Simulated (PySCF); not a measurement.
BrF₃, singlet: structure and spectrum

Computed with PySCF, B3LYP, basis Br def2-TZVP, F def2-TZVP (no relativity, density fitting).

The structure is a minimum.

```json
{
 "Point group": "C2v",
 "Bond lengths": "Br–F 1.743 Å, Br–F 1.832 Å (×2)",
 "Bond angles": "F–Br–F 86.3° (×2), F–Br–F 172.6°",
 "Zero-point energy": "15.7 kJ/mol",
 "Highest occupied level": "-9.21 eV",
 "Atomisation energy without zero-point energy": "618 kJ/mol",
 "Dipole moment": "1.39 D",
 "Entropy at 298.15 K and 1 bar": "296.7 J/(mol K)",
 "Principal quadrupole moments (Buckingham, traceless) about the centre of mass": "-8.73, 3.99, 4.74 D Å",
 "Rotational symmetry number": "2",
 "Principal polarisabilities": "16.3, 25.5, 41.0 bohr³",
 "Lowest empty level": "-4.43 eV",
 "Enthalpy at 298.15 K above 0 K": "14.82 kJ/mol",
 "Heat capacity Cp at 298.15 K": "67.8 J/(mol K)",
 "Rotational constants": "0.3521, 0.1327, 0.0964 cm⁻¹"
}
```

Harmonic modes (masses in u: Br 78.918, F 18.998):
```csv
symmetry,ω (cm⁻¹),IR (km/mol),type
a1,230,14.2,bend
b1,241,15.5,bend
b2,342,2.9,bend
a1,538,3.3,stretch
b2,600,316,stretch
a1,669,39.7,stretch
```

In C2v the vibrations span 3a1 + b1 + 2b2. Here b1 is antisymmetric to the molecular plane and b2 lies in it.

Charges (e):
| atom | Mulliken | Löwdin | polar tensor | Mayer order to Br1 |
| --- | --- | --- | --- | --- |
| Br1 | 0.88 | 0.80 | 1.71 | – |
| F2 | -0.19 | -0.17 | -0.38 | 0.95 |
| F3,4 | -0.34 | -0.32 | -0.67 | 0.81 |

Mulliken populations on Br1: s 7.98, p 15.68, d 10.39, f 0.06.

Outer orbital energies (eV). occupied: -14.42, -13.33, -12.27, -11.83, -11.80, -11.37, -10.85, -9.21; empty: -4.43, -2.02, 5.03, 5.25.

Counting electrons, bromine keeps 4 of its valence electrons outside its bonds, so the VSEPR class is AX3E2 and the expected shape is T-shaped (C2v), as computed.

The final relaxation and frequency run took 51 s on 4 threads of a shared Intel Xeon Platinum 8259CL @ 2.50GHz (Skylake/Cascade Lake) host, with 141 basis functions and 13 gradients; the process peaked at 1.5 GiB.
